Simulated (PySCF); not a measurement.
**Two-component Hartree-Fock for Al³⁺ (aluminium, charge +3)**

Start: [Ne]. Calculated with PySCF 2.14 in an uncontracted even-tempered set (19 s from 0.21 bohr⁻², ratio 2.4; 12 p from 0.27 bohr⁻², ratio 2.4; 6 d from 3.5 bohr⁻², ratio 2.6; 5 f from 5.3 bohr⁻², ratio 2.6): generalised Hartree-Fock with the X2C-1e Hamiltonian and a Gaussian nucleus; one run each with spin-orbit coupling (SO) switched off, then screened by Boettger's factors.

```
spinor shell  electrons  ε, spin-free (eV)  ε, screened SO (eV)  weight of nominal j (screened SO)  rms radius, screened SO (bohr)
       1s1/2          2            -1630.3              -1630.3                              1.000                           0.139
       2s1/2          2            -167.91              -167.91                              1.000                           0.675
       2p1/2          2            -121.69              -122.01                              1.000                           0.667
```

**Question.** Where does 2p3/2 lie, and what is the 2p spin-orbit splitting (screened SO)?

**Answer.** At -121.53 eV, 0.486 eV above 2p1/2.

```tsv
quantity	spin-free	screened SO
E (hartree)	-240.43425	-240.43441
M_J	0	0
⟨J²⟩	0.000	0.000
⟨L²⟩	0.000	0.000
⟨S²⟩	0.000	0.000
```

Without spin-orbit coupling the j labels of p, d and f shells carry no meaning; the spin-free column gives the mean over the occupied spinors of each nl shell.
